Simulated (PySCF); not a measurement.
Absolute configuration from chiroptical data

The calculation used PySCF, TDDFT CAM-B3LYP/def2-SVPD circular dichroism and optical rotation, one conformer, gas phase. Geometry: GFN2-xTB.

The calculation is non-relativistic, which matters for the atoms heavier than Zn.

Values for one enantiomer of C₂H₁₀BrNSi₃, R in 10⁻⁴⁰ esu² cm² (velocity form):
```tsv
λ (nm)	f	R
208	0.005	-15.3
197	0.045	-48.5
182	0.033	-11.1
180	0.030	-14.1
172	0.018	-6.9
171	0.002	-2.8
169	0.067	+85.6
167	0.024	-58.0
166	0.014	-45.9
163	0.019	+27.8
161	0.002	-3.6
160	0.011	+5.8
159	0.025	-20.9
158	0.011	-6.2
157	0.023	-18.3
156	0.023	+24.9
```

[α] at 589.3 nm: -121 deg dm⁻¹ (g/mL)⁻¹ (origin-invariant length gauge).

Question: Which structure gives these signs?
A. C[C@H]1[SiH2]N([SiH3])[Si@@H]1Br
B. C[C@@H]1[SiH2]N([SiH3])[Si@H]1Br

Answer: A. Its CIP labels in SMILES order are S, R; the other enantiomer gives every sign reversed.

The signs above follow by mirror symmetry from the run on the other enantiomer. Geometry of C[C@@H]1[SiH2]N([SiH3])[Si@H]1Br as run:
```xyz
17

C    -2.565   -0.335    0.197
C    -1.303   -0.143   -0.632
Si    0.160   -1.355   -0.321
N     1.098    0.067    0.120
Si    2.761    0.275    0.568
Si   -0.134    1.273   -0.116
Br    0.417    2.623   -1.778
H    -3.079   -1.250   -0.096
H    -2.328   -0.406    1.258
H    -3.255    0.497    0.059
H    -1.590   -0.087   -1.684
H    -0.014   -2.242    0.825
H     0.705   -2.021   -1.499
H     3.289   -1.075    0.734
H     3.444    1.018   -0.492
H     2.777    1.041    1.818
H    -0.392    2.130    1.027
```
